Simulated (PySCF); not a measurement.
NMR data simulated for an unnamed compound:

¹H NMR (300 MHz, computed): δ 8.40 (ddd, J = 5.3, 1.7, 1.0 Hz, 1H), 7.27 (td, J = 8.4, 1.7 Hz, 1H), 6.79 (dd, J = 8.5, 1.0 Hz, 1H), 6.70 (dd, J = 8.3, 5.3 Hz, 1H), 2.59 (q, J = 8.5 Hz, 2H), 1.38 (t, J = 8.5 Hz, 3H).

¹³C{¹H} NMR (computed): δ 157.6 (C), 143.8 (CH), 129.7 (CH), 117.6 (CH), 116.1 (CH), 36.1 (CH2), 17.5 (CH3).

Fast rotation and ring inversion assumed for equivalent nuclei, one conformer, relativity neglected, gas phase. Shielding tensors at KT2/pcSseg-1 (GIAO); J couplings at B3LYP/pcJ-1 (spin–dipole term only in couplings to heteroatoms); geometry: PBE0-D3(BJ)/def2-SVP; PySCF 2.14.

δ = σ(ref) − σ, references computed at the same level: ¹H (σ = 31.18 ppm) and ¹³C (σ = 183.22 ppm) vs TMS.

Problem. Which of these does the molecule contain: a CH3CH2 unit, a heteroaromatic ring, an S-methyl group, an NH or NH2 group, a ketone?

Solution. 
- A CH3CH2 unit: yes (δC 17.5, 36.1; δH 1.38 (t), 2.59 (q)).
- A heteroaromatic ring: yes.
- An S-methyl group: no.
- An NH or NH2 group: no.
- A ketone: no.

The data belong to `C1=CC=C(CC)N=C1`, C$_{7}$H$_{9}$N; they needn't prove each group on their own.

Carbon signals by region: 5 in the sp2 and nitrile region (100–160 ppm), 2 below 50 ppm.

Multiplet labels drop couplings under 1 Hz and merge nearly equal ones. Unscaled 3J(H,H) at this level run about 10 % above measured values. Shifts are as computed. Against solution values, carbons near 30 ppm lie about +2 ppm off and those near 130 ppm about -5 ppm. Of 1211 compounds with measured shifts, 218 miss one by over three times the rms of a fit or turn the order of signals round; such compounds aren't used in these exercises.
